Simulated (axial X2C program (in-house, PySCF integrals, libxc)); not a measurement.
## CaF: cheaper levels and CCSD(T), with spin–orbit coupling

All values were computed with an in-house all-electron X2C program for linear molecules (integrals from PySCF). Two-component (2c) means X2C with spin–orbit coupling and atomic mean-field two-electron Coulomb and Gaunt terms. Basis: Ca dyall-cv3z [11s12p6d4f], F dyall-av3z [7s6p3d2f] (cores contracted in-house); Gaussian nuclei, density fitting, unrestricted open shells. Masses: Ca 39.963 u, F 18.998 u.

State: Ω = 1/2 (⟨Sz⟩ = 0.50, ⟨Lz⟩ = 0.00 at HF); fragments Ca + F.

| level | Re (Å) | ωe (cm⁻¹) | De (eV) |
| --- | --- | --- | --- |
| PBE0 | 1.938 | 595.5 | 5.63 |
| HF | 1.980 | 581.7 | 4.16 |
| MP2 | 2.003 | 553.0 | 5.91 |
| CCSD | 1.997 | 562.6 | 5.26 |
| PBE50 | 1.936 | 603.6 | 5.35 |

Correlated methods: 9 electrons correlated (number of frozen shells: Ca 3 s, 2 p; F 1 s), 249 virtual spin orbitals or spinors in MP2, 90 natural virtuals in coupled cluster.

CCSD(T), same Hamiltonian and basis:

Re = 2.000 Å, ωe = 557.4 cm⁻¹, De = 5.40 eV; T1 = 0.014 (Lee–Taylor normalisation).

Problem. Give the differences from CCSD(T) in the columns below.

Solution. 

| level | ΔRe (Å) | Δωe (cm⁻¹) | ΔDe (eV) |
| --- | --- | --- | --- |
| PBE0 | -0.062 | 38 | 0.23 |
| HF | -0.020 | 24 | -1.24 |
| MP2 | 0.003 | -4 | 0.51 |
| CCSD | -0.003 | 5 | -0.14 |
| PBE50 | -0.064 | 46 | -0.05 |

One determinant describes the state; a PBE0 search over occupations chose it and may have missed a lower one. Dissociation energies refer to the lowest single-determinant-based atoms at the same level and basis. Density functionals use the spin component along the axis (collinear). Coupled cluster ran in a truncated set of natural virtual spinors; the MP2 energy of the rest was added. (T) has no such correction and the atoms are truncated less, which lowers De at CCSD(T) by a hundredth of an eV or more. The 2c atoms are single determinants rather than J levels; their spin–orbit lowering is only partly caught, and De is too large by that part. This holds for PBE0, PBE50. The functionals have no current-density term, which raises determinants with orbital currents, atoms included. The outer-core s and p shells of the metal are frozen in the correlated rows, which leaves out core–valence correlation; for alkali and alkaline-earth bonds that tends to lengthen them.
